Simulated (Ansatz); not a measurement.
Cost and result for the atomization energy of C₆H₁₆BN, SMILES `BN(CC)C(C)(C)C` (24 atoms, 23 bonds).

```tsv
atom	x (Å)	y (Å)	z (Å)
B1	-1.5471	-0.2018	1.3840
N2	-0.6930	-0.1953	0.2904
C3	-0.8474	-1.2617	-0.7044
C4	-0.2688	-2.5913	-0.2561
C5	0.3497	0.8132	0.0047
C6	-0.0633	1.6393	-1.2158
C7	1.6935	0.1327	-0.2610
C8	0.5295	1.7617	1.1809
H9	-2.3724	-1.0711	1.4349
H10	-1.4848	0.6139	2.2508
H11	-1.9122	-1.3850	-0.9126
H12	-0.3863	-0.9554	-1.6450
H13	-0.4253	-3.3536	-1.0240
H14	-0.7584	-2.9257	0.6607
H15	0.8024	-2.5191	-0.0604
H16	-0.1753	1.0263	-2.1120
H17	0.6925	2.3986	-1.4299
H18	-1.0135	2.1427	-1.0258
H19	2.0122	-0.4428	0.6108
H20	2.4536	0.8895	-0.4662
H21	1.6582	-0.5365	-1.1223
H22	1.3314	2.4643	0.9448
H23	-0.3759	2.3345	1.3829
H24	0.8007	1.2228	2.0904
```

Total charge 0; spin multiplicity 1. The structure was optimised at the PBE0-D4/def2-TZVP level. It is one conformer, not always the lowest. Program: Ansatz. All runs use 4 threads of an AMD EPYC 7R13 on a shared host and a share of an NVIDIA H100 80 GB. Times are those of one run each, without the atoms' runs, and a repeat can differ threefold. Electronic energies, without spin–orbit coupling; frozen cores. CCSD(T)/CBS adds CCSD(T) − MP2 in def2-TZVPP to the MP2 limit, and its time is that of the two runs behind it. T1 = 0.011. B3LYP takes the VWN-RPA correlation (the form of Gaussian; ORCA's B3LYP/G). HSE06 is the plane-wave form, built on full-range PBE exchange.

CCSD(T)/CBS is a level of theory with its own doubt, some kJ/mol a heavy atom from the limit and from the frozen cores, so smaller differences don't rank the functionals.

| level | functions | wall time |
| --- | --- | --- |
| CCSD(T)/def2-SVP | 192 | 2.7 s |
| PBE-QIDH/def2-TZVPP | 472 | 3.7 s |
| CAM-B3LYP-D4/def2-TZVPP | 472 | 3.8 s |
| HSE06-D4/def2-TZVPP | 472 | 3.9 s |
| revPBE-D4/def2-TZVPP | 472 | 4 s |
| B97M-V/def2-TZVPP | 472 | 4.2 s |
| B2PLYP/def2-TZVPP | 472 | 4.5 s |
| r2SCAN-D4/def2-TZVPP (with forces) | 472 | 6 s |
| B3LYP-D4/def2-TZVPP (with forces) | 472 | 6 s |
| ωB97M-V/def2-TZVPP (with forces) | 472 | 6 s |
| MP2/def2-QZVPP | 936 | 7.5 s |
| CCSD(T)/def2-TZVPP | 472 | 43 s |
| CCSD(T)/CBS(def2) | – | 51 s |

**Question.** What atomization energy does each give, and how far from CCSD(T)/CBS? (Best estimate.)

**Answer.** The calculation gave: 
```
                             level  atomization (kcal/mol)  difference from CCSD(T)/CBS  per bond
                  CCSD(T)/def2-SVP                  2175.4                        -82.0      -3.6
               PBE-QIDH/def2-TZVPP                  2256.2                         -1.2      -0.1
           CAM-B3LYP-D4/def2-TZVPP                  2274.7                         17.3       0.8
               HSE06-D4/def2-TZVPP                  2275.7                         18.3       0.8
              revPBE-D4/def2-TZVPP                  2254.3                         -3.1      -0.1
                 B97M-V/def2-TZVPP                  2262.8                          5.4       0.2
                 B2PLYP/def2-TZVPP                  2238.4                        -19.0      -0.8
r2SCAN-D4/def2-TZVPP (with forces)                  2263.3                          5.9       0.3
 B3LYP-D4/def2-TZVPP (with forces)                  2265.2                          7.8       0.3
  ωB97M-V/def2-TZVPP (with forces)                  2267.8                         10.4       0.5
                    MP2/def2-QZVPP                  2259.6                          2.2       0.1
                CCSD(T)/def2-TZVPP                  2210.2                        -47.2      -2.1
                 CCSD(T)/CBS(def2)                  2257.4                          0.0       0.0
```

In def2-TZVPP, CCSD(T) changes the Hartree–Fock value by +512.3 kcal/mol (the triples alone add +27.8 kcal/mol) and MP2 by +533.9 kcal/mol; breaking electron pairs costs correlation energy, which Hartree–Fock lacks. At CCSD(T), def2-SVP lies −82.1 kcal/mol from the extrapolated value and def2-TZVPP −47.2 kcal/mol: correlation converges slowly with the basis, and small sets miss more of it in the bonded molecule than in its fragments. From BLYP to BHLYP (50 % exact exchange), in def2-TZVPP and without D4, the atomization energy moves by −21.5 kcal/mol: exact exchange takes away binding that semilocal exchange gives to molecules.
